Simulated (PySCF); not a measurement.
**Relative stability**

The two ends of one reaction step of GaH$_{2}$F, closed shell (PBE0-D4/def2-TZVP).

A:

```json
{"atom": "Ga1", "x (Å)": "-0.1529", "y (Å)": "0.0581", "z (Å)": "-0.0986"}
{"atom": "F2", "x (Å)": "1.3662", "y (Å)": "-0.8052", "z (Å)": "0.1036"}
{"atom": "H3", "x (Å)": "-0.7425", "y (Å)": "-0.0413", "z (Å)": "-1.5349"}
{"atom": "H4", "x (Å)": "-0.6458", "y (Å)": "0.7751", "z (Å)": "1.1911"}
```

B:

```
4
angstrom
Ga -0.5061 0.6578 0.7121
F 1.3218 -1.2956 -1.2730
H 0.8020 -0.7393 -0.7252
H -1.3986 1.5998 1.7307
```

Computed with PySCF 2.14 with density fitting (its default auxiliary sets; JK sets also for MP2 and CCSD(T)) (basis: def2-TZVPP); correlated methods freeze the cores. Filled d shells of the heavier atoms are correlated. The def2 sets are not built for correlating such inner shells, so the correlated values are less sure here. B3LYP uses VWN-RPA correlation.

(1) Which structure is lower at CCSD(T), and by how much? (An estimate is asked for; the value comes from the calculation.)

T1 diagnostic: at most 0.015.

Answers

(1) The calculation gives: A, by 36.63 kcal/mol (electronic energy, against the other). By their contacts, A is GaH₂F ([F][GaH2]) and B is a complex of GaH + HF.

All methods give the same order:

```
   method  E(B) − E(A) (kcal/mol)
    SPW92                   36.49
   PBE-D4                   31.99
r2SCAN-D4                   39.40
  PBE0-D4                   33.98
 B3LYP-D4                   31.63
 BHLYP-D4                   34.56
  wB97M-V                   34.47
       HF                   36.68
      MP2                   39.47
     CCSD                   36.32
  CCSD(T)                   36.63
```

Labels in which every atom is bracketed show which atoms are joined, not bond orders.

For scale, one of the runs: CCSD(T)/def2-TZVPP, 107 basis functions, launched by `OMP_NUM_THREADS=4 python run.py`. The run took about 46 s on 4 CPU threads of an Arm Neoverse V1 (shared host).
